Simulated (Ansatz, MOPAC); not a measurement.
Gas-phase reaction in SMILES: OB(O)O[SiH2] → OB([O])O[SiH3]

Wanted: isomerisation energy (enthalpy at 298 K), in kcal/mol. Conventions: 6-311+G** with 5d, 6d on Na to Ar in Ansatz (a quantum-chemistry and plane-wave program); frozen cores in correlated levels; dispersion terms only where a functional's name holds one; spin-orbit terms left out; open shells spin-unrestricted; non-relativistic. Basis-set limits of correlation are two-point, X^-3; Hartree-Fock from the larger set. Ab initio and DFT rows: single points at B3LYP-D3(BJ) geometries (Ansatz), with unscaled harmonic terms from B3LYP/6-31G* (Ansatz) at its own minima. Semi-empirical rows: MOPAC heats of formation at their own minima for 298 K.

| species | coefficient | E at B3LYP/6-311+G** (Ansatz), Eh | E at PBE/def2-TZVPD (Ansatz), Eh | H(298 K) - E, kcal/mol | heat of formation at PM6 (MOPAC), kcal/mol |
|---|---|---|---|---|---|
| OB(O)O[SiH2] | -1 | -542.68278 | -542.25955 | 39.07 | -209.04 |
| [O]B(O)O[SiH3] | +1 | -542.64175 | -542.21334 | 37.12 | -182.80 |

Coupled cluster (Ansatz) is a level with limits of its own, used here on species with T1 under 0.025 (0.045 for open shells) and stable references: CCSD(T)/CBS(cc-pV(T+d)Z,cc-pV(Q+d)Z). Value to compare with, CCSD(T)/CBS(cc-pV(T+d)Z,cc-pV(Q+d)Z) (Ansatz): 26.0 kcal/mol. 1 Eh = 627.5095 kcal/mol.

Work the quantity out at each level, and compare with CCSD(T)/CBS(cc-pV(T+d)Z,cc-pV(Q+d)Z) (Ansatz).


- B3LYP/6-311+G**: the sum of coefficient times E is 0.04103 Eh, or 25.75 kcal/mol; the thermal terms add -1.95. Result: 23.8 kcal/mol. Its difference against CCSD(T)/CBS(cc-pV(T+d)Z,cc-pV(Q+d)Z) (Ansatz) is -2.2 kcal/mol.
- PBE/def2-TZVPD: the sum of coefficient times E is 0.04621 Eh, or 29.00 kcal/mol; the thermal terms add -1.95. Result: 27.0 kcal/mol. Its difference against CCSD(T)/CBS(cc-pV(T+d)Z,cc-pV(Q+d)Z) (Ansatz) is 1.0 kcal/mol.
- PM6: the sum of coefficient times heat of formation is 26.24 kcal/mol; it needs no thermal term. Its difference against CCSD(T)/CBS(cc-pV(T+d)Z,cc-pV(Q+d)Z) (Ansatz) is 0.2 kcal/mol.
